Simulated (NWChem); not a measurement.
System: BaO; SMILES [O]=[Ba]

NWChem input:

```
start job
memory heap 200 mb stack 900 mb global 1100 mb
geometry units angstroms noautoz
  Ba     0.000000     0.000000    -0.196189
  O      0.000000     0.000000     1.772650
end
basis spherical
  * library def2-svp
end
ecp
  Ba library def2-ecp
end
dft
  xc becke97-2
  iterations 150
  mulliken
end
task dft energy
```

Excerpt of the output:

```
             Northwest Computational Chemistry Package (NWChem) 7.3.0
             --------------------------------------------------------

 ORDER OF PRIMARY AXIS IS BEING SET TO 4
 C4V symmetry detected

                             Geometry "geometry" -> ""
                             -------------------------

 Output coordinates in angstroms (scale by  1.889725989 to convert to a.u.)

  No.       Tag          Charge          X              Y              Z
 ---- ---------------- ---------- -------------- -------------- --------------
    1 Ba                  56.0000     0.00000000     0.00000000    -0.24610488
    2 O                    8.0000     0.00000000     0.00000000     1.72273413

 Effective nuclear repulsion energy (a.u.)     120.4117795065

      Symmetry information
      --------------------

 Group name             C4v
 Group number             18
 Group order               8
 No. of unique centers     2

                                 NWChem DFT Module
                                 -----------------

 Summary of "ao basis" -> "ao basis" (spherical)
 ------------------------------------------------------------------------------
       Tag                 Description            Shells   Functions and Types
 ---------------- ------------------------------  ------  ---------------------
 Ba                         def2-svp                 9       23   4s3p2d
 O                          def2-svp                 6       14   3s2p1d

      Symmetry analysis of basis
      --------------------------

        a1         15
        a2          0
        b1          3
        b2          3
        e          16

            General Information
            -------------------
          SCF calculation type: DFT
          Wavefunction type:  closed shell.
          No. of atoms     :     2
          No. of electrons :    18
           Alpha electrons :     9
            Beta electrons :     9
          Charge           :     0
          Spin multiplicity:     1
          Use of symmetry is: on ; symmetry adaption is: on
          Maximum number of iterations: 150
          AO basis - number of functions:    37
                     number of shells:    15
          Convergence on energy requested:  1.00D-06
          Convergence on density requested:  1.00D-05
          Convergence on gradient requested:  5.00D-04

              XC Information
              --------------
                   Becke 97-2 Method XC Functional
                     Hartree-Fock (Exact) Exchange  0.210
                 Becke 1997-2  Exchange Functional  1.000
                Becke 1997-2 Correlation Potential  1.000

             Grid Information
             ----------------
          Grid used for XC integration:  medium
          Radial quadrature: Mura-Knowles
          Angular quadrature: Lebedev.
          Tag              B.-S. Rad. Rad. Pts. Rad. Cut. Ang. Pts.
          ---              ---------- --------- --------- ---------
          Ba                  2.15      123          12.0       590
          O                   0.60       49           8.0       434
          Grid pruning is: on
          Number of quadrature shells:   172
          Spatial weights used:  Erf1

      Superposition of Atomic Density Guess
      -------------------------------------

 Sum of atomic energies:        -102.17513363

      Non-variational initial energy
      ------------------------------

 Total energy =     -99.601816
 1-e energy   =    -186.102021
 2-e energy   =      64.998101
 HOMO         =      -0.400377
 LUMO         =      -0.142313

      Symmetry analysis of molecular orbitals - initial
      -------------------------------------------------

 !! scf_movecs_sym_adapt:    6 vectors were symmetry contaminated

  Symmetry fudging
  Numbering of irreducible representations:

     1 a1          2 a2          3 b1          4 b2          5 e

  Orbital symmetries:

     1 a1          2 a1          3 a1          4 e           5 e
     6 a1          7 e           8 e           9 a1         10 a1
    11 e          12 e          13 a1         14 b2         15 b1
    16 a1         17 e          18 e          19 a1

     ---------------------------------------------
      Total Density - Mulliken Population Analysis
     ---------------------------------------------

    Atom       Charge   Shell Charges
 -----------   ------   -------------------------------------------------------
    1 Ba  10     8.32   0.27  1.72  0.04 -0.00  5.01  0.97  0.03  0.28  0.01
    2 O    8     9.68   1.99  1.18  0.79  3.45  2.27  0.00

   convergence    iter        energy       DeltaE   RMS-Dens  Diis-err
 ---------------- ----- ----------------- --------- --------- ---------
 d= 0,ls=0.0,diis     1   -100.2429524938 -1.22D+02  1.17D-01  2.39D+00
 d= 0,ls=0.0,diis     2    -92.1341911059  8.11D+00  1.13D-01  2.16D+01
 d= 0,ls=0.0,diis     3   -100.5571833507 -8.42D+00  1.79D-02  2.41D-01
 d= 0,ls=0.0,diis     4   -100.6011794549 -4.40D-02  3.34D-03  1.22D-02
 d= 0,ls=0.0,diis     5   -100.6028138598 -1.63D-03  5.72D-04  5.50D-03
  Resetting Diis
 d= 0,ls=0.0,diis     6   -100.6033001016 -4.86D-04  4.37D-04  1.01D-03
 d= 0,ls=0.0,diis     7   -100.6034167481 -1.17D-04  1.04D-04  2.20D-06
 d= 0,ls=0.0,diis     8   -100.6034141351  2.61D-06  7.13D-05  2.53D-05
 d= 0,ls=0.0,diis     9   -100.6034170464 -2.91D-06  5.69D-06  4.37D-08
 d= 0,ls=0.0,diis    10   -100.6034170528 -6.39D-09  1.44D-06  3.29D-10

         Total DFT energy =     -100.603417052756
      One electron energy =     -190.041389608641
           Coulomb energy =       80.334590346948
    Exchange-Corr. energy =      -12.398721274372
 Nuclear repulsion energy =       21.502103483310

 Numeric. integr. density =       17.999995378606

                  Occupations of the irreducible representations
                  ----------------------------------------------

[...]
```

Level: B97-2/def2-SVP with def2 effective core potentials on Ba. All runs use the structure optimised with PBE0-D3(BJ)/def2-TZVP. def2 effective core potentials on Ba; no spin-orbit coupling.
